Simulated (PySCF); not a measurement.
An unknown gives this computed stick spectrum. Theory: TDDFT PBE0/def2-SVPD, vertical, gas phase, core orbitals frozen in the response (PySCF). Geometries: PBE0-D3(BJ)/def2-SVP, one conformer each.

```
state  E (eV)       f
   S1    7.05   0.011
   S2    7.20   0.015
   S3    7.67  0.0080
   S4    7.79   0.011
   S5    8.07   0.044
   S6    8.15   0.045
   S7    8.25  0.0026
   S8    8.30   0.037
   S9    8.35   0.056
  S10    8.49   0.046
```

Triplets computed (Tamm–Dancoff): 6.79, 6.93, 7.46, 7.55 eV.

Orbital energies (eV): HOMO-3 -9.12, HOMO-2 -9.09, HOMO-1 -8.20, HOMO -8.10, LUMO 0.17, LUMO+1 0.71, LUMO+2 1.13.

Task: Which structure fits?
A. `[SiH3]NC(C)=O`
B. `CC=C1C=C1`
C. `O=C([SiH3])C(F)(F)F`
D. `C[Si](C)(C)O[SiH3]`

Result: D. Its S1, at 7.05 eV, is the highest among the candidates; the nearest of the others has S1 at 5.64 eV. S1 is HOMO→LUMO (92%). Löwdin shares by element: HOMO carbon 31% or more, oxygen 27%, silicon 12% or more (atoms not listed hold the other 29%); LUMO silicon 36%, oxygen 7%, hydrogen 7% or more (atoms not listed hold the other 50%). At the same level the other candidates give, for their lowest levels:
- `CC(=O)N[SiH3]`: 5.64 eV (f 0.000); 6.75 eV (f 0.007); 6.84 eV (f 0.001); 7.11 eV (f 0.157); 7.70 eV (f 0.063); T1 5.12 eV; HOMO -7.75, LUMO 0.11 eV
- `O=C([SiH3])C(F)(F)F`: 3.41 eV (f 0.001); 6.73 eV (f 0.006); 6.84 eV (f 0.007); 7.11 eV (f 0.060); 7.37 eV (f 0.020); T1 2.68 eV; HOMO -8.09, LUMO -2.48 eV
- `CC=C1C=C1`: 3.94 eV (f 0.010); 5.57 eV (f 0.001); 5.94 eV (f 0.000); 6.10 eV (f 0.008); 6.23 eV (f 0.000); T1 2.98 eV; HOMO -5.67, LUMO -0.55 eV

Shape of the structure used: `[CH3:1][Si:2]([CH3:3])([CH3:4])[O:5][SiH3:6]`: C1–Si2–O5–Si6 -66°.
